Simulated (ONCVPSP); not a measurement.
Sb (Z = 51), ONCV: configuration errors across variants

```json
{"Element": "antimony", "Generator": "ONCVPSP 4.0.1", "Type": "optimised norm-conserving Vanderbilt (ONCV)", "Functional": "PW91", "Relativity": "scalar-relativistic", "Frozen core": "[Kr] 4d10", "Valence charge": "5", "Reference configuration": "5s2 5p2 (charge +1)", "Partial waves": "5s: rc 1.80 bohr, ncon 5, nbas 8, qcut 3.7 1/bohr, 3 projectors, debl 1.7 Ha; 5p: rc 2.25 bohr, ncon 5, nbas 10, qcut 3.4 1/bohr, 2 projectors, debl 1.6 Ha; d scattering state at 0.06 Ha: rc 2.45 bohr, ncon 3, nbas 6, qcut 4.1 1/bohr, 3 projectors, debl 1.4 Ha", "Local potential": "polynomial inside 1.40 bohr (lpopt 5, dvloc0 0 Ha)", "Core correction": "none"}
```

All-electron excitation energies from the reference (eV): (1) 5s2 5p3 -8.375; (2) 5s2 5p1 16.047; (3) 5s2 5p0 40.556; (4) 5s1 5p0 84.962.

2 further variants failed, have other tests or another functional or relativity, and are left out.

A true bound ghost makes a file unfit for plane-wave use even where its test errors are small: the radial tests pick states by their node count and pass the ghost by.

Errors AE − PS in meV (a dash: test not solved or not reliable):

```csv
change,(1),(2),(3),(4),bound ghosts,GHOST(+) flags above zero
base,+1.1,-4.8,+12,+210,"s, d","p, d"
p: qcut 3.9,+1.2,-4.1,+17,+219,"s, d","p, d"
p: rc 2.86,-0.7,-11,-23,+137,"s, d","p, d"
"local potential polynomial inside 1.30 bohr (lpopt 4, dvloc0 0 Ha)",+1.1,-4.8,+12,+210,"s, d",p
```

Problem. Give the same row for: core correction Teter function, fcfact 4.25, rcfact 1.45.

Solution. -15, -51, -283, -789; bound ghosts: s, d; GHOST(+) flags above zero: p, d.
